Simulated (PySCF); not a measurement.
# Telling isomers of C₁₀H₈O₂ apart by NMR

[PySCF 2.14.0 with density-fitted response routines: PBE0/pcSseg-1 with gauge-including orbitals; GFN2-xTB structure; in vacuum; single conformer; non-relativistic; fast rotation and ring inversion assumed for equivalent nuclei]

Referencing at the same level of theory: 1H (σref 31.72) and 13C (σref 186.93) against TMS. Where no couplings were computed, multiplicities follow the n + 1 count of equivalent neighbours, and m marks all less simple cases (inequivalent or close neighbours, rings, F or P nearby). Shifts are as computed. Against solution values, carbons near 30 ppm lie about +3 ppm off and those near 130 ppm about +5 ppm. Of 1211 compounds with measured shifts, 218 miss one by over three times the rms of a fit or turn the order of signals round; such compounds aren't used in these exercises.

(1) Tabulate the signals of `C=Cc1cccc2c1COC2=O`, `C#Cc1cccc2c1OCCO2`, `C#Cc1cccc(C(=O)OC)c1` and their relative energies.

(2) What is the quickest way to tell C#Cc1cccc2c1OCCO2 from C#Cc1cccc(C(=O)OC)c1?

(3) What is the quickest way to tell C=Cc1cccc2c1COC2=O from C#Cc1cccc2c1OCCO2?

(4) What is the quickest way to tell C=Cc1cccc2c1COC2=O from C#Cc1cccc(C(=O)OC)c1?

## Answers

(1) 
```tsv
SMILES	carbon types	δC	δH	E rel. (kcal/mol)
C=Cc1cccc2c1COC2=O	4×C 4×CH 2×CH2	174.6, 151.4, 138.5, 136.8, 134.3, 133.8, 132.7, 132.5, 123.2, 70.4	8.21 (d, 1H), 8.18 (d, 1H), 7.84 (m, 1H), 6.85 (m, 1H), 6.39 (m, 1H), 5.83 (m, 1H), 5.43 (s, 2H)	0.0
C#Cc1cccc2c1OCCO2	4×C 4×CH 2×CH2	153.1, 150.2, 133.3, 125.9, 124.2, 116.6, 92.2, 84.3, 67.2, 67.1	7.42 (d, 1H), 7.21 (m, 1H), 7.11 (m, 1H), 4.27 (m, 2H), 4.20 (m, 2H), 2.94 (s, 1H)	53.6
C#Cc1cccc(C(=O)OC)c1	4×C 5×CH 1×CH3	172.8, 144.1, 141.5, 137.5, 134.8, 133.7, 126.7, 88.6, 88.0, 54.2	8.62 (s, 1H), 8.57 (d, 1H), 8.02 (d, 1H), 7.76 (m, 1H), 4.14 (s, 3H), 2.84 (s, 1H)	33.3
```

Energies are electronic energies at PBE0/pcSseg-1 on these geometries, without zero-point or thermal terms, each for the one conformer computed, which needn't be the lowest.

(2) Both give the same number of carbon signals, but DEPT or the intensities differ. The first has an sp3 CH2 bonded to O at 67.2 ppm, the second a methyl carbon bonded to O (CH3) at 54.2 ppm. Their most deshielded carbons lie at 153.1 and 172.8 ppm. In the proton spectra the most deshielded non-exchanging signals are 7.42 (d, 1H) and 8.62 (s, 1H).

(3) Both give the same number of carbon signals, with the same numbers of each carbon type, so the positions decide. The first has a terminal =CH2 carbon at 123.2 ppm, the second an alkyne carbon (C) at 84.3 ppm. Their most deshielded carbons lie at 174.6 and 153.1 ppm. In the proton spectra the most deshielded non-exchanging signals are 8.21 (d, 1H) and 7.42 (d, 1H).

(4) Both give the same number of carbon signals, but DEPT or the intensities differ. The first has a terminal =CH2 carbon at 123.2 ppm, the second a methyl carbon bonded to O (CH3) at 54.2 ppm. Their most deshielded carbons lie at 174.6 and 172.8 ppm. In the proton spectra the most deshielded non-exchanging signals are 8.21 (d, 1H) and 8.62 (s, 1H).
